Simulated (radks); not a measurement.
Values are calculated unless marked as measured or tabulated.
Q: Coulomb parameter of the 3d shell of the cobalt ion Co3+ in the model configuration [Ar] 3d5 4s1, as a second difference U = [E(n + 0.5) + E(n - 0.5) - 2 E(n)] / (0.5)^2 with all orbitals relaxed. "Bare": the charge of the atom changes with n. "Screened": the 4s shell takes up the change at fixed total charge, which measures U(3d,3d) + U(4s,4s) - 2 U(3d,4s). Code: a radial shooting solver on a logarithmic mesh with Libxc functionals. Model: Dirac Kohn-Sham, LDA (Slater exchange, Perdew-Wang correlation), spin-unpolarised, spherical densities, finite nucleus; open shells are shared between the two j in proportion to 2j + 1; Fermi nuclear charge, rms radius 3.7875 fm. Estimate both.

A: U(bare) = 20.698 eV, U(screened by 4s) = 5.292 eV.
